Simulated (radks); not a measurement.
The numbers below are computed, except where a source is named.
Mean orbital radii <r> (bohr) of the gallium ion Ga3+, [Ar] 3d10, at several levels of relativity; Dirac values are averaged over j with weights 2j + 1. Spin-unpolarised spherical Kohn-Sham, LDA (Slater exchange, Perdew-Wang correlation), point nucleus unless stated (finite: rms radius 3.9973 fm), a radial shooting solver on a logarithmic mesh with Libxc functionals. A level marked "c x" has the speed of light scaled by that factor and shares open shells by 2j + 1; other Dirac levels either fill j = l - 1/2 first or share by 2j + 1.

| shell | non-rel. | scalar-rel., finite nucleus | Dirac, c x 0.85 | Dirac, c x 1.5 | change of magnitude, last against first (%) |
|---|---|---|---|---|---|
| 1s | 0.04950 | 0.04867 | 0.04834 | 0.04913 | -0.74 |
| 2s | 0.2219 | 0.2182 | 0.2164 | 0.2202 | -0.79 |
| 2p | 0.1924 | 0.1909 | 0.1902 | 0.1917 | -0.36 |
| 3s | 0.6639 | 0.6532 | 0.6488 | 0.6591 | -0.72 |
| 3p | 0.6841 | 0.6795 | 0.6776 | 0.6820 | -0.31 |
| 3d | 0.7837 | 0.7871 | 0.7886 | 0.7852 | +0.20 |
